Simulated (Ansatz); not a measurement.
BeBrCl, singlet, at a GFN2-xTB geometry (such geometries of metal compounds can be far from the true shape), with bond 3-1 at 2.4 times its length; SC-NEVPT2/def2-SVP, CASSCF(2,2) (Ansatz, an electronic-structure program).

Here is a job for Ansatz.
Ansatz 0.2 input:
```yaml
crystal:
  periodic: [false, false, false]
  atoms:
    - {symbol: Be, position_ang: [-0.00000000, -0.00000000, -0.68251930]}
    - {symbol: Cl, position_ang: [-0.00000000, -0.00000000, -2.43903866]}
    - {symbol: Br, position_ang: [0.00000000, 0.00000000, 3.98595453]}
basis:
  gaussian:
    orbitals: def2-SVP
magnetization: {spin_polarized: false}
correlation: {method: sc_nevpt2, electrons: all, active_space: {window: {electrons: 2, orbitals: 2}}}
```

It wrote (shortened):

```
Functional definition: HF
593 factors; integrals over basis functions are off by at most 3.1e-4 eV
mean field evaluation 1: about -82882.9425 eV, gradient 2.1e1 eV
mean field evaluation 2: about -82883.0415 eV, gradient 2.1e1 eV
mean field evaluation 4: about -82885.4425 eV, gradient 6.1e0 eV
mean field evaluation 8: about -82885.7894 eV, gradient 1.0e0 eV
mean field evaluation 16: about -82885.7948 eV, gradient 2.0e-6 eV
mean field evaluation 32: about -82885.7944 eV, gradient 7.7e-2 eV
mean field -82885.79477463 eV, -3045.9967759581 hartree, gradient 2.3e-6 eV, S^2 0.000000; 4 other end points of the search recorded, 0 dependent functions left out; unrestricted orbitals would lower it
reference -82885.79477463 eV, -3045.9967759581 hartree; 28, 28 occupied and 31, 31 virtual orbitals, 593 factors
state -82888.03384701 eV, -3046.0790603503 hartree
state -82888.03384701 eV, -3046.0790603503 hartree; corrected -82898.94618232 eV, -3046.4800812763 hartree
Total energy: -82898.94618232 eV, -3046.4800812763 hartree
```
